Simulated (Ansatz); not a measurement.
The same substitution along the group O, S, Se, Te.

Isolated molecules relaxed with PBE0-D4/def2-TZVP in Ansatz; ΔE leaves out vibrations. CCSD(T)/CBS adds triple-zeta CCSD(T) − MP2 to the extrapolated MP2 energy (def2 sets, frozen cores). This one scheme is used for every species. Functionals use def2-TZVPP. Elements past krypton have def2 core potentials. For Se, Te outer-core shells are correlated without core-valence functions, which leaves a few kJ/mol of doubt a bond. Scalar relativity is left out up to krypton. One conformer a species, not always the lowest.

```json
{"reaction": "`CCO[SiH3]` + `CNBCl` → `CCN(C)BCl` + `O[SiH3]`", "PBE-D4 (kcal/mol)": "-5.1", "MP2/CBS(def2) (kcal/mol)": "-7.9", "PBE0-D4 (kcal/mol)": "-5.2", "ωB97M-V (kcal/mol)": "-5.0"}
{"reaction": "`CCS[SiH3]` + `CNBCl` → `CCN(C)BCl` + `[SiH3]S`", "PBE-D4 (kcal/mol)": "2.6", "MP2/CBS(def2) (kcal/mol)": "2.2", "PBE0-D4 (kcal/mol)": "2.4", "ωB97M-V (kcal/mol)": "1.8"}
{"reaction": "`CC[Se][SiH3]` + `CNBCl` → `CCN(C)BCl` + `[SiH3][SeH]`", "PBE-D4 (kcal/mol)": "3.5", "MP2/CBS(def2) (kcal/mol)": "3.9", "PBE0-D4 (kcal/mol)": "3.2", "ωB97M-V (kcal/mol)": "2.7"}
{"reaction": "`CC[Te][SiH3]` + `CNBCl` → `CCN(C)BCl` + `[SiH3][TeH]`", "PBE-D4 (kcal/mol)": "5.0", "MP2/CBS(def2) (kcal/mol)": "6.8", "PBE0-D4 (kcal/mol)": "4.5", "ωB97M-V (kcal/mol)": "3.9"}
```

(1) Give the CCSD(T)/CBS values in the same order. (Best estimate.)

Largest T1 diagnostic: 0.011, for `CNBCl`.

## Answers

(1) Ansatz gave: -6.4, 1.6, 3.0, 5.4 kcal/mol.
